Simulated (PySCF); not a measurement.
B(OMe)2(SH), C2H7BO2S, SMILES O(C)B(S)OC, B3LYP/def2-SVP optimised geometry.

```
13

B     -0.32     0.01     0.00
O      1.04     0.01     0.00
C      1.78     1.22     0.00
H      1.53     1.84     0.88
H      2.85     0.96     0.04
H      1.58     1.81    -0.91
O     -1.00     1.18     0.00
C     -2.41     1.28     0.01
H     -2.84     0.81     0.90
H     -2.68     2.35     0.01
H     -2.85     0.81    -0.89
S     -1.20    -1.61     0.00
H     -0.08    -2.35     0.00
```

Density from B3LYP/def2-TZVP (PySCF) at that geometry.

Minimum of the electron density along straight lines between bonded atoms, close to the bond critical point (lines longer than 1.1 times the sum of covalent radii, or with two minima, are not listed):

| bond | length / Å | ρ at the minimum / e bohr⁻³ | ∇²ρ there / e bohr⁻⁵ | position (fraction from the first atom) |
|---|---|---|---|---|
| B1–O2 | 1.358 | 0.214 | 0.92 | 0.33 |
| O2–C3 | 1.417 | 0.253 | -0.53 | 0.65 |
| C3–H4 | 1.103 | 0.280 | -0.97 | 0.65 |
| C3–H5 | 1.100 | 0.282 | -0.99 | 0.65 |
| C3–H6 | 1.103 | 0.279 | -0.97 | 0.65 |
| B1–O7 | 1.360 | 0.210 | 0.93 | 0.33 |
| O7–C8 | 1.412 | 0.255 | -0.52 | 0.65 |
| C8–H9 | 1.104 | 0.279 | -0.97 | 0.65 |
| C8–H10 | 1.100 | 0.282 | -0.99 | 0.65 |
| C8–H11 | 1.104 | 0.279 | -0.97 | 0.65 |
| B1–S12 | 1.843 | 0.151 | -0.33 | 0.31 |
| S12–H13 | 1.351 | 0.213 | -0.61 | 0.64 |
